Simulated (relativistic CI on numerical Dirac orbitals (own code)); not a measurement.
## Ni²⁺ in a cubic cluster: L2,3 absorption with charge transfer

Computed with a charge-transfer multiplet model of a cubic metal-ligand cluster with up to 2 ligand holes, Slater and spin-orbit integrals from Dirac-Coulomb-Breit ions, Slater integrals scaled by 0.8. The parameters are those of a tetrahedral site (10Dq negative, t2 hopping the larger). The ground state mixes d8 with configurations of k ligand holes L, whose averages lie at kΔ + k(k − 1)U_dd/2; a core hole lowers each added d electron by U_cd. 20 K, Lorentzian 0.4 eV and Gaussian 0.3 eV FWHM.

Atomic integrals in eV (Slater integrals scaled, ζ unscaled), ground: F2dd 9.736, F4dd 6.042, zeta_d 0.080; with the core hole: F2dd 9.736, F4dd 6.042, zeta_d 0.103, zeta_core 11.413, F2cd 6.198, G1cd 4.674, G3cd 2.657.

Cluster parameters (eV): U_dd = 7.2, U_cd = 8.6, 10Dq = -0.45, 10Dq(ligand) = 0, V(eg) = 0.78, V(t2g) = -1.32, final-state hopping factor = 1.

| Case | n_d | d8 | d9L | d10L2 | S |
| --- | --- | --- | --- | --- | --- |
| Δ = -0.5 eV | 8.46 | 0.56 | 0.42 | 0.02 | 1.00 |
| Δ = 0.5 eV | 8.32 | 0.69 | 0.30 | 0.01 | 1.00 |
| Δ = 2.5 eV | 8.15 | 0.85 | 0.15 | 0.00 | 1.00 |
| Δ = 4.5 eV | 8.08 | 0.92 | 0.08 | 0.00 | 1.00 |
| Δ = 5.5 eV | 8.06 | 0.94 | 0.06 | 0.00 | 1.00 |

Weights, n_d and S are thermal averages at 20 K. Photon energies count from the first peak over 30 % of the highest in each spectrum, which can be another peak from case to case. The parameters are a model scan and need not match a compound or its usual spin state. Peaks in eV (height, largest 100):
- Δ = -0.5 eV: 0.0 (100), 3.0 (15), 4.6 (8), 17.5 (7)
- Δ = 0.5 eV: 0.0 (100), 2.8 (13), 4.2 (9), 17.8 (7)
- Δ = 2.5 eV: 0.0 (100), 1.6 (12), 4.0 (7), 18.3 (9)
- Δ = 4.5 eV: 0.0 (100), 2.2 (14), 2.9 (6), 18.6 (12)
- Δ = 5.5 eV: 0.0 (100), 0.4 (79), 2.2 (16), 2.9 (7), 18.6 (13)

For the case Δ = 2.5 eV, Δ = 2.5 eV is smaller than U_dd = 7.2 eV, the charge-transfer side of the Zaanen-Sawatzky-Allen scheme. With the core hole the configuration with one ligand hole lies at Δ + U_dd − U_cd = -1.9, -0.9, 1.1, 3.1, 4.1 eV from the one without, in the order of the table; where this is negative the screened configuration lies lower, though the effective hopping of about 1.8 eV (from the holes of the mixed ground state) mixes the two strongly wherever it is as large as the gap.
